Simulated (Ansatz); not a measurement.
C2H5In, SMILES `C=[CH][InH2]`. The species carries charge 0 and has multiplicity 1. In: def2 effective core potential.

Z-matrix (Å, degrees):
```
C
C 1 1.332
H 1 1.089 2 122.4
H 1 1.088 2 122.2 3 -180.0
In 2 2.135 1 121.1 3 180.0
H 2 1.089 1 117.6 3 0.0
H 5 1.724 2 122.0 1 -179.9
H 5 1.728 2 115.9 1 0.1
```

Q: List the harmonic frequencies (cm⁻¹, unscaled) at PBE0-D4/def2-TZVP in Ansatz. (Estimate.)

A: The calculation gave: 140, 193, 380, 403, 516, 548, 603, 1003, 1005, 1057, 1272, 1434, 1644, 1804, 1816, 3106, 3138, 3186.

Q: Is this a minimum?

A: Yes, all 18 modes are real.

Q: Give the ideal-gas thermochemistry at 298.15 K and 1 bar (rigid rotor, harmonic oscillator; point group Cs, symmetry number 1).

A: Zero-point energy 139.0 kJ/mol; H(298) − E = 155.7 kJ/mol; entropy 310.3 J/(mol·K), of which translation 170.8, rotation 102.1, vibration 37.4; G(298) − E = 63.2 kJ/mol.
